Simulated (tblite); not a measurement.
Compound: C6H9BCl2Si.
Numbering: `[CH:1]#[C:2]/[CH:3]=[C:4](\[B:5]([Cl:6])[Cl:7])[SiH:8]([CH3:9])[CH3:10]` (hydrogens: H11 on C1; H12 on C3; H13 on Si8; H14, H15, H16 on C9; H17, H18, H19 on C10)

Computed with GFN2-xTB (tblite), gas phase: L-BFGS steps from a force-field or distance-geometry start until the largest atomic force falls under 0.01 eV/Å.

Step 67: E = -801.4878 eV
```
atom  x, y, z in Å  |  force x, y, z in eV/Å
C1      4.0294    0.7804   -0.0861    0.002   0.031  -0.001
C2      2.8320    0.6855   -0.1611    0.012  -0.018  -0.008
C3      1.4334    0.6868   -0.2588   -0.025  -0.022  -0.023
C4      0.6243   -0.3937   -0.3531   -0.020  -0.040   0.003
B5      1.1359   -1.8491   -0.3537    0.078  -0.010   0.023
Cl6     0.0256   -3.1239   -0.7067   -0.022  -0.005  -0.024
Cl7     2.7631   -2.3207   -0.0112   -0.047   0.031   0.000
Si8    -1.2564   -0.1270   -0.5256   -0.018   0.005  -0.003
C9     -1.6046    1.7442   -0.5108   -0.026  -0.013   0.000
C10    -2.1802   -0.9373    0.9267    0.034  -0.011  -0.010
H11     5.0748    0.8302   -0.0205    0.027  -0.019   0.008
H12     1.0095    1.6843   -0.2766   -0.014   0.008   0.021
H13    -1.6997   -0.7111   -1.8028    0.028   0.031  -0.004
H14    -1.0960    2.2676   -1.3152    0.016  -0.003   0.047
H15    -1.3156    2.1930    0.4362    0.015   0.042  -0.051
H16    -2.6659    1.9259   -0.6383   -0.038  -0.019   0.005
H17    -1.8366   -0.5663    1.8891   -0.023   0.030  -0.020
H18    -2.0351   -2.0119    0.9223   -0.024  -0.022   0.010
H19    -3.2476   -0.7475    0.8539    0.047   0.005   0.029
```

Step 68: E = -801.4887 eV
```
atom  x, y, z in Å  |  force x, y, z in eV/Å
C1      4.0315    0.7786   -0.0865   -0.038   0.024  -0.002
C2      2.8334    0.6860   -0.1626    0.062  -0.005   0.004
C3      1.4342    0.6875   -0.2574   -0.007  -0.021  -0.029
C4      0.6265   -0.3938   -0.3530   -0.031  -0.035   0.003
B5      1.1366   -1.8494   -0.3555    0.038  -0.016   0.018
Cl6     0.0207   -3.1202   -0.7151    0.001   0.004  -0.021
Cl7     2.7587   -2.3243   -0.0054   -0.024   0.020   0.002
Si8    -1.2538   -0.1261   -0.5237   -0.033   0.019   0.005
C9     -1.6085    1.7440   -0.5132   -0.028   0.017  -0.009
C10    -2.1756   -0.9377    0.9291    0.034  -0.011  -0.005
H11     5.0779    0.8248   -0.0191   -0.009  -0.018   0.002
H12     1.0061    1.6834   -0.2725    0.007   0.008   0.023
H13    -1.6981   -0.7055   -1.8017    0.024   0.017  -0.016
H14    -1.0971    2.2697   -1.3148    0.017  -0.016   0.049
H15    -1.3292    2.1987    0.4338    0.021   0.030  -0.042
H16    -2.6695    1.9227   -0.6492   -0.034  -0.032   0.007
H17    -1.8310   -0.5688    1.8920   -0.018   0.037  -0.019
H18    -2.0294   -2.0119    0.9231   -0.027  -0.031   0.008
H19    -3.2433   -0.7486    0.8594    0.045   0.006   0.023
```

**Question.** Estimate the geometry and energy of step 69. (The exact step hangs on the optimiser's Hessian estimate; all steps are aligned on step 68, rigid shifts and turns removed.)

**Answer.** E = -801.4894 eV, largest force 0.079 eV/Å
```
atom  x, y, z in Å  |  force x, y, z in eV/Å
C1      4.0326    0.7777   -0.0872   -0.062   0.016  -0.002
C2      2.8339    0.6865   -0.1643    0.078   0.000   0.009
C3      1.4338    0.6875   -0.2570    0.013  -0.013  -0.024
C4      0.6273   -0.3947   -0.3531   -0.026  -0.015   0.002
B5      1.1382   -1.8499   -0.3572   -0.017  -0.014   0.009
Cl6     0.0181   -3.1180   -0.7229    0.020   0.010  -0.018
Cl7     2.7553   -2.3254   -0.0006    0.009   0.005   0.007
Si8    -1.2530   -0.1257   -0.5224   -0.028   0.025   0.008
C9     -1.6116    1.7436   -0.5151   -0.026   0.037  -0.011
C10    -2.1719   -0.9381    0.9313    0.026  -0.010   0.001
H11     5.0797    0.8204   -0.0176   -0.037  -0.015  -0.003
H12     1.0030    1.6827   -0.2682    0.022  -0.002   0.020
H13    -1.6961   -0.7004   -1.8019    0.017   0.004  -0.025
H14    -1.0958    2.2703   -1.3134    0.010  -0.024   0.039
H15    -1.3384    2.2026    0.4314    0.018   0.021  -0.027
H16    -2.6724    1.9201   -0.6578   -0.021  -0.035   0.008
H17    -1.8269   -0.5692    1.8938   -0.006   0.037  -0.014
H18    -2.0263   -2.0124    0.9249   -0.024  -0.031   0.008
H19    -3.2394   -0.7486    0.8648    0.033   0.005   0.013
```

The energy changes by -0.0008 eV. The first-order estimate −F·Δx gives -0.0011 eV and the mean of the old and new forces, exact on a quadratic surface, -0.0008 eV. The step makes an angle of 75° with the force vector and moves no atom by more than 0.010 Å.

The cost below is that of the whole relaxation. On one thread of an Arm Neoverse N1, no GPU (shared host), this took 2.7 s.
